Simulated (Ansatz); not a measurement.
`[F][Sn][Cl]`, charge 0, multiplicity 1.

(1) Give a relaxed structure at PBE0-D4/def2-TZVP (Ansatz). (Estimate.)

## Answers

(1) The calculation gave: 
Z-matrix (Å, degrees):
```
Sn
F 1 1.935
Cl 1 2.360 2 96.9
```
Point group Cs.
